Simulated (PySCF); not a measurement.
Structure problem from calculated spectra and properties.

Elements present: C, F, H, P and Si. Monoisotopic mass: 137.9886 u.

| Property | Result |
| --- | --- |
| UV, first state | lowest singlet excitation: 5.38 eV (230 nm, f = 0.041) [TDDFT B3LYP/def2-SVPD] |
| Rotational structure | rotational constants A, B, C: 3.502, 0.916, 0.770 GHz [GFN2-xTB] |
| NMR, other nuclei | isotropic shieldings of nuclei other than C and H, by class: 415 (1 F), 310 (1 Si), 425 (1 Si), 604 (1 P) ppm [GIAO PBE0/pcSseg-1] |
| 1H NMR | chemical shifts (computed TMS as zero) by class: 6.54 (1 H), 6.49 (1 H), 6.49 (1 H), 6.39 (1 H), 4.39 (1 H), 4.05 (1 H), 1.07 (2 H) ppm [GIAO PBE0/pcSseg-1] |
| UV, strongest line | among the 8 lowest singlet transitions: S5 at 6.51 eV (190 nm, f = 0.163) [TDDFT B3LYP/def2-SVPD] |
| 13C NMR | chemical shifts (computed TMS as zero) by class: 147.0 (1 C), 136.7 (1 C) ppm [GIAO PBE0/pcSseg-1] |

The electronic properties come from PySCF, for the isolated species, density fitting. Levels stand in brackets. The structure is a single GFN2-xTB conformer in the gas phase; no vibrational or solvent corrections. NMR classes are plain means over equivalent atoms (diastereotopic ones count apart unless rotation or inversion swaps them), as if these changed places fast.

Q: Which formula fits the mass and the elements?

A: C2H8FPSi2 (calculated 137.9886). No other formula that holds each of these elements comes within 0.0003 u with a fitting electron parity and a possible valence count.

Q: Propose a structure and show how it fits.

A: Numbering: `[CH2:1]=[CH:2][SiH2:3][Si@H:4]([F:5])[PH2:6]`. 2 carbons fall into 2 classes; from least to most shielded: terminal =CH2 carbon [C1] (147.0 ppm), alkene CH carbon [C2] (136.7 ppm). Hydrogen classes from least to most shielded: 1 H on a terminal =CH2 carbon, C1 (6.54 ppm), 1 H on an alkene CH carbon, C2 (6.49 ppm), 1 H on a terminal =CH2 carbon, C1 (6.49 ppm), 1 H on a fluorine-bound silicon, Si4 (6.39 ppm), 1 H on an SiH2 silicon, Si3 (4.39 ppm), 1 H on an SiH2 silicon, Si3 (4.05 ppm), 2 H on a three-coordinate phosphorus, P6 (1.07 ppm, a mean of values up to 0.7 ppm apart in this geometry). The other shieldings belong to: 415 ppm, silicon-bound fluorine [F5]; 310 ppm, fluorine-bound silicon [Si4]; 425 ppm, SiH2 silicon [Si3]; 604 ppm, three-coordinate phosphorus [P6]. S1 is mainly HOMO→LUMO (weight 0.92); the largest Löwdin shares of the orbital it empties are 0.52 on the three-coordinate phosphorus, 0.16 on the fluorine-bound silicon, 0.10 on the SiH2 silicon and 0.06 on a P–H hydrogen, of the orbital it fills 0.33 on the fluorine-bound silicon, 0.18 on the SiH2 silicon, 0.13 on the three-coordinate phosphorus and 0.08 on an Si–H hydrogen. The optimised geometry has point group C1 and is an asymmetric top. Structure: `C=C[SiH2][Si@H](F)P`. Computed isomers that give other values at the same levels: `F[Si@@H](P)/C=C/[SiH3]` (13C chemical shifts (computed TMS as zero) by class: 163.9 (1 C), 154.5 (1 C) ppm); `F[Si@H](P)/C=C\[SiH3]` (13C chemical shifts (computed TMS as zero) by class: 164.7 (1 C), 150.3 (1 C) ppm); `F/C([SiH3])=C\[SiH2]P` (13C chemical shifts (computed TMS as zero) by class: 187.1 (1 C), 124.4 (1 C) ppm). The assignments are read from this structure; whether some other isomer fits the data as well wasn't checked. The mirror image fits equally.

The values belong to the conformer `[CH2:1]=[CH:2][SiH2:3][Si@H:4]([F:5])[PH2:6]`: C1–C2–Si3–Si4 7°, C2–Si3–Si4–F5 -56°, H–P6–Si4–Si3 41°, H–P6–Si4–Si3 -52°.
